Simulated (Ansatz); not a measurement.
`[BH2][GeH2][SiH2]C` + CH₃OH → `BOC` + `C[SiH2][GeH3]` at 500 K and 1 bar (cleavage of the B–Ge bond).

Program: Ansatz. Geometries: PBE0-D4/def2-TZVP. ΔE: electronic, gas phase. CBS: MP2 limit from def2 TZ/QZ plus the TZ coupled-cluster correction, frozen cores. This one scheme is used for every species. For Ge outer-core shells are correlated without core-valence functions, which leaves a few kJ/mol of doubt a bond. Scalar relativity is left out up to krypton. One conformer a species, not always the lowest.

| species | CCSD(T)/CBS energy (Eh) | H − E (kJ/mol) | S (J/(mol·K)) |
| --- | --- | --- | --- |
| `[BH2][GeH2][SiH2]C` | -2433.42808 | 292.2 | 464.7 |
| CH₃OH | -115.61712 | 157.0 | 265.4 |
| `BOC` | -141.04597 | 196.3 | 305.9 |
| `C[SiH2][GeH3]` | -2408.05773 | 247.9 | 406.5 |

H − E and S are ideal-gas, rigid-rotor, harmonic terms from PBE0-D4/def2-TZVP, for one conformer and one mirror image of each species. 1 Eh = 2625.50 kJ/mol, R = 8.31446 J/(mol·K).

Question: By hand: ΔE, ΔH, ΔS and ΔG.

Answer: ΔE = (-141.04597) + (-2408.05773) − (-2433.42808) − (-115.61712) = -0.05850 Eh = -153.6 kJ/mol. Δ(H − E) = 196.3 + 247.9 − 292.2 − 157.0 = -5.0, so ΔH = -158.6 kJ/mol. ΔS = 305.9 + 406.5 − 464.7 − 265.4 = -17.7 J/(mol·K). ΔG = -158.6 − 500 × (-17.7)/1000 = -149.8 kJ/mol.

Question: By hand: the equilibrium constant, and the temperature at which ΔG would vanish if ΔH and ΔS stayed fixed.

Answer: log₁₀ K = −ΔG/(RT ln 10) = 15.6. ΔG = 0 at ΔH/ΔS = 8960 K, far beyond where these terms or the molecules hold.

ΔH outweighs TΔS. A doubt of 5 kJ/mol in ΔE shifts log₁₀ K by 0.5 here. Other conformers and mirror images would add mixing entropy, several J/(mol·K) or more a flexible species. Modes under 60 cm⁻¹, often nearly free rotors, make the harmonic entropy too high. These are equilibria of isolated gas molecules and say nothing of rates. Largest T1 diagnostic: 0.014 (customary marks: 0.02 for closed shells, 0.045 for open ones).
